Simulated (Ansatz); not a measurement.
Input file for Ansatz (an electronic-structure program): R-r2SCAN/def2-TZVPPD on C2H9NO (a complex), monomers drawn apart or pushed together. Files ending in .json are basis or fitting sets from the Basis Set Exchange.

Ansatz 0.2 input:
```yaml
crystal:
  periodic: [false, false, false]
  atoms:
    - {symbol: N, position_ang: [0.02759467, -0.06639795, 0.46094926]}
    - {symbol: H, position_ang: [-0.92041944, -0.34525065, 0.23491885]}
    - {symbol: H, position_ang: [0.27489289, 0.70251511, -0.15196981]}
    - {symbol: H, position_ang: [0.63870079, -0.84437725, 0.23990681]}
    - {symbol: C, position_ang: [-0.11319058, -1.25432890, 4.02940276]}
    - {symbol: C, position_ang: [-0.49532758, 0.20976342, 3.85282376]}
    - {symbol: O, position_ang: [0.38872796, 0.90984264, 2.99944664]}
    - {symbol: H, position_ang: [-0.78531054, -1.75239930, 4.73356411]}
    - {symbol: H, position_ang: [0.90775951, -1.33681312, 4.40625807]}
    - {symbol: H, position_ang: [-0.16698487, -1.78747624, 3.07689267]}
    - {symbol: H, position_ang: [-1.53095964, 0.28064017, 3.48970897]}
    - {symbol: H, position_ang: [-0.46179209, 0.72069171, 4.81797244]}
    - {symbol: H, position_ang: [0.28230876, 0.55982875, 2.09353423]}
basis:
  gaussian:
    orbitals: def2-TZVPPD.json
hamiltonian:
  xc: {name: r2SCAN}
scf: {lower_state_search: off}
```

The head of its log:

```
WARN ansatz: RAYON_NUM_THREADS=1 ignored (pool sized by the plan → 1); use --threads N
Functional definition: r2SCAN
these checks for a lower state are left out or cut short: stability, starts, cluster_reference, orbital_swaps, neighbouring_geometries, increment
integrals: 0.21 GiB planned
1242 factors; their error is unknown
mean field: 1.78 GiB planned
mean field evaluation 1: about -5742.1270 eV, gradient 8.8e1 eV
mean field evaluation 2: about -5716.0888 eV, gradient 1.4e2 eV
```

Q: What total energy does the run end on?

A: -211.5749 hartree.
